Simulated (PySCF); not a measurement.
Species, as SMILES: Cl[C]F (closed-shell singlet).
Geometry (B3LYP-D3(BJ)/def2-TZVP, fixed):
```xyz
3

F     -1.4677    -0.2909     0.0321
C     -0.5979     0.6705    -0.0192
Cl     0.9880    -0.0826    -0.0102
```
Charge 0, spin multiplicity 1.

How fast the isotropic shielding of C2 converges with the basis for several methods (PySCF): deviation from each method's own reference, in ppm. References: HF -322.05 ppm, the value in pcSseg-3; PBE -268.19 ppm, the value in pcSseg-3; PBE0 -292.13 ppm, the value in pcSseg-3. All functions are spherical. No added dispersion term, no relativity. GIAO; atoms are numbered in the order shown.

```json
[
 {"basis": "3-21G", "functions": "31", "HF": "10.80", "PBE": "___", "PBE0": "68.93"},
 {"basis": "pcseg-1", "functions": "46", "HF": "-7.67", "PBE": "___", "PBE0": "16.73"},
 {"basis": "aug-cc-pV(D+d)Z", "functions": "78", "HF": "33.55", "PBE": "___", "PBE0": "48.22"},
 {"basis": "6-311++G(2d,2p)", "functions": "89", "HF": "14.46", "PBE": "___", "PBE0": "24.16"},
 {"basis": "aug-pcseg-2", "functions": "142", "HF": "-4.78", "PBE": "___", "PBE0": "5.13"},
 {"basis": "def2-QZVPP", "functions": "184", "HF": "3.23", "PBE": "___", "PBE0": "9.49"},
 {"basis": "def2-QZVP", "functions": "184", "HF": "3.23", "PBE": "___", "PBE0": "9.49"},
 {"basis": "pcSseg-3", "functions": "220", "HF": "0.00", "PBE": "___", "PBE0": "0.00"}
]
```

### Question
Some entries are withheld; supply them.

### Answer

- 3-21G, PBE: 82.41
- pcseg-1, PBE: 24.05
- aug-cc-pV(D+d)Z, PBE: 52.28
- 6-311++G(2d,2p), PBE: 25.67
- aug-pcseg-2, PBE: 8.21
- def2-QZVPP, PBE: 10.81
- def2-QZVP, PBE: 10.81
- pcSseg-3, PBE: 0.00

Mean absolute deviation over 6-311++G(2d,2p), aug-pcseg-2: HF 9.62, PBE0 14.64, PBE 16.94 ppm.
